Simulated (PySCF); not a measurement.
PBE0 on Rh⁻ (rhodium, charge -1), [Kr] 4d8 5s2, high-spin 3F determinant. Calculation: PySCF 2.14, in aug-cc-pVTZ-PP with ECP28MDF; a scalar-relativistic core potential.

```
cycle= 1 E= -110.154797208092  delta_E= -0.0154  |g|= 0.0479  |ddm|= 0.668
cycle= 2 E= -110.15496115553  delta_E= -0.000164  |g|= 0.048  |ddm|= 0.146
cycle= 3 E= -110.155664295772  delta_E= -0.000703  |g|= 0.0142  |ddm|= 0.0436
cycle= 4 E= -110.155771864797  delta_E= -0.000108  |g|= 0.00154  |ddm|= 0.0437
cycle= 5 E= -110.155782368595  delta_E= -1.05e-05  |g|= 0.000411  |ddm|= 0.0212
cycle= 6 E= -110.155783318856  delta_E= -9.5e-07  |g|= 4.23e-05  |ddm|= 0.00891
cycle= 7 E= -110.155783320385  delta_E= -1.53e-09  |g|= 4.44e-06  |ddm|= 0.000223
cycle= 8 E= -110.155783320403  delta_E= -1.84e-11  |g|= 2.71e-07  |ddm|= 2.55e-05
converged SCF energy = -110.155783320403  <S^2> = 2.0185306  2S+1 = 3.0123284
```

Highest occupied orbital energy: 0.552 eV; ⟨L²⟩ = 12.03; populations by l: s 4.00, p 6.00, d 8.00, f 0.00.

Q: Can this result be used?

A: With care. The calculation finished and met its thresholds. Energies and moments cover only the electrons outside the core potential. At PBE0 the highest occupied level has a positive energy, so only the finite basis holds that electron; in a semilocal or global hybrid functional this comes from self-interaction and does not mean that the real anion is unbound.
